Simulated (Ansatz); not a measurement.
Ligand-field states of Cr(NH2)2 (CrN₂H₄) at its PBE0-D4/def2-TZVP geometry (relaxed as a quintet).

Cartesian coordinates in Å:
```
Cr -0.3123 0.2118 -0.1256
N -1.1842 -1.0265 0.9739
H -1.4396 -1.9704 0.7127
H -1.2795 -0.9562 1.9790
N 1.0669 1.1054 -1.0208
H 1.4821 0.8206 -1.8987
H 1.6666 1.8153 -0.6205
```

CASSCF(4,5) on the Cr 3d shell in def2-TZVP, averaged with equal weights over 5 quintets and 12 triplets and 6 singlets, then SC-NEVPT2; Ansatz, no spin–orbit coupling. The space holds no ligand orbitals and no second d shell, so covalent complexes are described poorly.

**Question.** Estimate the states' energies above the lowest.

**Answer.** 
| state | CASSCF (cm⁻¹) | NEVPT2 (cm⁻¹) |
| --- | --- | --- |
| quintet 1 | 0 | 0 |
| quintet 2 | 2985 | 6695 |
| quintet 3 | 9281 | 11046 |
| quintet 4 | 12256 | 13737 |
| quintet 5 | 12281 | 13797 |
| triplet 1 | 18695 | 17712 |
| triplet 2 | 18882 | 18069 |
| triplet 3 | 19238 | 18192 |
| triplet 4 | 19541 | 18034 |
| triplet 5 | 20630 | 19480 |
| triplet 6 | 20799 | 19515 |
| triplet 7 | 21056 | 19775 |
| triplet 8 | 21936 | 20627 |
| triplet 9 | 22795 | 21883 |
| triplet 10 | 22850 | 24460 |
| triplet 11 | 22926 | 24009 |
| triplet 12 | 23216 | 21288 |
| singlet 1 | 26989 | 26304 |
| singlet 2 | 26998 | 26339 |
| singlet 3 | 27071 | 25404 |
| singlet 4 | 27081 | 25408 |
| singlet 5 | 29796 | 27240 |
| singlet 6 | 30019 | 28060 |
The lowest NEVPT2 state is a quintet. Hardware: 2 threads of Intel Xeon Platinum 8375C on a shared host. Wall time 32 s.
